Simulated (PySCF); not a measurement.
Excitations are Tamm–Dancoff values on a coarser integration grid. The basis has no diffuse functions, so Rydberg states are missing or too high.

## [Al(H)3(N(CH3)3)] (charge 0, multiplicity 1)

Computed with PBE-D3(BJ)/def2-TZVP // B3LYP-D3(BJ)/def2-SVP (PySCF).

The HOMO is -6.10 eV and the dipole moment comes out as 5.08 D. The HOMO–LUMO gap is 5.67 eV and the LUMO is -0.44 eV. The S1 excitation (TDA) is 5.74 eV and the S1 oscillator strength comes out as 0.011. The T1 excitation (TDA) is 5.50 eV and the S1–T1 gap (TDA) is 0.24 eV. The charge on the central atom (Mulliken) comes out as 0.08 e. The charge on the central atom (meta-Löwdin) is 0.17 e and the total energy comes out as -11385.38 eV. The cost comes out as about 11 core-minutes (a rough figure).

```xyz
17

Al     0.0704    -0.0018     0.0044
H      0.4446     0.8313    -1.3133
H      0.2753     0.7303     1.4160
H      0.3088    -1.5866    -0.0395
C     -2.5740    -0.6775     1.0355
N     -2.0133     0.0481    -0.1227
C     -2.4251    -0.6026    -1.3834
C     -2.4538     1.4580    -0.1064
H     -3.6780    -0.6748     1.0013
H     -2.2373    -0.1969     1.9637
H     -2.2120    -1.7143     1.0255
H     -1.9748    -0.0703    -2.2318
H     -3.5247    -0.5929    -1.4871
H     -2.0679    -1.6410    -1.3908
H     -3.5545     1.5243    -0.1696
H     -2.1132     1.9353     0.8222
H     -2.0077     1.9886    -0.9581
```
Charge 0, spin multiplicity 1.
